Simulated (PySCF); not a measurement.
Magnetic shielding above rings: a mixed set.

Probes without a nucleus sit at each ring's centroid and 1 Å off its mean plane on both sides; NICS is minus the shielding there, NICSzz its component along the normal. Level: GIAO PBE0/pcSseg-1 (PySCF, non-relativistic, gas phase) on the GFN2-xTB geometries, one conformer each. Atom numbers follow the mapped SMILES.

Question: Order these rings by mean NICS(1)zz, lowest (most negative) first (ppm).
A. ring C4–N5–C6–C7–N8–C9 in `[CH3:1][C:2](=[S:3])[c:4]1[n:5][cH:6][cH:7][n:8][c:9]1[F:10]`
B. ring C2–C3–C4–C5–S6 in `[SiH3:1][c:2]1[cH:3][cH:4][cH:5][s:6]1`
C. ring C3–C5–C6–C7–C8 in `[H]/[N:9]=[C:8]1/[C@:3]([C:2]#[N:1])([F:4])[CH2:5][CH2:6][CH2:7]1`
D. ring C7–C8–C9–C10–O11 in `[F:1][C:2]([F:3])([F:4])/[P:5]=[P:6]/[c:7]1[cH:8][cH:9][cH:10][o:11]1`
E. ring C2–C3–C4–C5–C7 in `[CH3:1][C:2]1=[CH:3][CH2:4][C@@H:5]([Cl:6])[CH2:7]1`
F. ring C2–C3–C4–C5–C7 in `[CH2:1]=[C:2]1[CH2:3][CH2:4][C@@H:5]([Cl:6])[CH2:7]1`
G. ring C2–C3–C4 in `[CH2:1]=[C:2]1[CH2:3][C@H:4]1[O:5][SiH2:6][F:7]`

Answer: B (-28.1), A (-25.4), D (-22.7), G (-17.0), F (-4.7), E (-3.5), C (-2.3).

```csv
SMILES,ring,NICS(0),NICS(1),NICS(1)zz,HOMA,rms pucker (Å),ring atoms with four or more neighbours
[SiH3]c1cccs1,5-membered ring with S; formal bonds all aromatic,-12.4,-11.7,-28.1,0.80,0.00,0
CC(=S)c1nccnc1F,6-membered ring with 2 N; formal bonds all aromatic,-7.7,-10.7,-25.4,0.97,0.03,0
FC(F)(F)/P=P/c1ccco1,5-membered ring with O; formal bonds all aromatic,-9.3,-9.1,-22.7,0.53,0.00,0
C=C1C[C@H]1O[SiH2]F,3-membered carbocycle; formal bonds all single,-27.1,-7.6,-17.0,–,0.00,2
C=C1CC[C@@H](Cl)C1,5-membered carbocycle; formal bonds all single,-2.5,-3.5,-4.7,–,0.16,4
CC1=CC[C@@H](Cl)C1,"5-membered carbocycle; formal bonds 1 double, 4 single",-2.3,-3.4,-3.5,–,0.09,3
[H]/N=C1\CCC[C@]1(F)C#N,5-membered carbocycle; formal bonds all single,-1.9,-3.2,-2.3,–,0.17,4
```

NICS(0) gives another order. The isotropic NICS(1) gives the same order. HOMA uses Krygowski's 1993 parameters; it is left out where a ring has a four-coordinate atom, a triple bond, no multiple bond or a kind of bond without parameters. NICS(1) and NICS(1)zz are means over the two faces.
